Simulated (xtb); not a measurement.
C$_{5}$H$_{4}$N, doublet, at a GFN2-xTB geometry. Base run: GFN2-xTB (xtb 6.7.1).

Geometry (Å):
```xyz
10

C      0.6702    -1.2130     0.0166
C     -0.6981    -1.2104     0.0109
C     -1.3514     0.0209    -0.0058
C     -0.5499     1.1512    -0.0154
N      0.7654     1.1080    -0.0095
C      1.4022    -0.0556     0.0064
H     -1.2656    -2.1304     0.0190
H     -2.4293     0.0908    -0.0111
H     -0.9819     2.1438    -0.0285
H      2.4810    -0.0192     0.0105
```
Charge 0, spin multiplicity 2.
All else is at xtb's defaults.
Base energy -15.54668 Eh.

The base run was repeated with changes; each row names its change, and settings that it needs were set with it.

```
change         ΔE vs base (kcal/mol)  dipole (D)  G_solv (kcal/mol)  SCF cycles
-------------  ---------------------  ----------  -----------------  ----------
base                           0.000        1.70                  -          12
acc = 0.0001                   0.000        1.70                  -          19
alpb = dmf                     -5.46        1.83              -5.53          12
gbsa = chcl3                   -4.85        1.97              -4.99          12
etemp = 5000                   -4.97        1.57                  -          12
etemp = 10000                 -34.05        1.47                  -          12
acc = 1000                     0.019        1.70                  -           7
```

ALPB and GBSA are two models with their own fitted parameters for each solvent, which aren't always the measured dielectric constant.
